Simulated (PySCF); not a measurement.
# Electron correlation in Xe⁺ (xenon, charge +1)

[Kr] 4d10 5s2 5p4 6s1, 6s spin antiparallel (an excited configuration). All numbers are calculated (PySCF 2.14, the spin-free X2C one-electron Hamiltonian (Gaussian nucleus), in aug-cc-pVQZ-DK3). Frozen: [Kr] 4d10; 7 electrons correlated.

MP2 pair energies summed by pair of shells (mhartree):

```csv
pair,energy,share (%)
5s-5p,-46.53,39.4
5p-5p,-46.44,39.3
5p-6s,-14.50,12.3
5s-5s,-7.57,6.4
5s-6s,-3.08,2.6
```

Total MP2 correlation energy: -118.12 mhartree.

Same-spin part -26.09 and opposite-spin part -92.03 mhartree; SCS-MP2 scales them by 1/3 and 6/5 to -119.13 mhartree.
